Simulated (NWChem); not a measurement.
Species: C4H7Al; SMILES C=[CH][AlH][CH]=C

```xyz
12

Al     0.0000     0.0000    -0.3527
H      0.0000     0.0000    -1.9473
C      1.7200     0.0015     0.5607
C      2.8665    -0.0008    -0.1412
H      1.8191     0.0038     1.6560
H      3.8573    -0.0006     0.3327
H      2.8745    -0.0030    -1.2393
C     -1.7200    -0.0015     0.5607
C     -2.8665     0.0008    -0.1412
H     -1.8191    -0.0038     1.6560
H     -3.8573     0.0006     0.3327
H     -2.8745     0.0030    -1.2393
```
Atoms are numbered in this order, from 1.

Geometry: optimised at PBE0/def2-SVP. Not confirmed as a minimum by frequencies.

Symmetry labels are those of C2 in the frame above (b1 and b2, or b-type labels, depend on it).

**Question.** List the 4 lowest vertical singlet excitations from PBE0/def2-SVP, full TDDFT (NWChem).

**Answer.** 
```json
[
 {"state": "S1", "energy (eV)": "4.81", "oscillator strength": "0.000", "symmetry": "a", "leading excitation (squared amplitude)": "HOMO−1 → LUMO (0.99)"},
 {"state": "S2", "energy (eV)": "5.09", "oscillator strength": "0.000", "symmetry": "b", "leading excitation (squared amplitude)": "HOMO−2 → LUMO (0.98)"},
 {"state": "S3", "energy (eV)": "5.55", "oscillator strength": "0.315", "symmetry": "b", "leading excitation (squared amplitude)": "HOMO → LUMO (0.98)"},
 {"state": "S4", "energy (eV)": "5.77", "oscillator strength": "0.000", "symmetry": "a", "leading excitation (squared amplitude)": "HOMO−3 → LUMO (0.96)"}
]
```
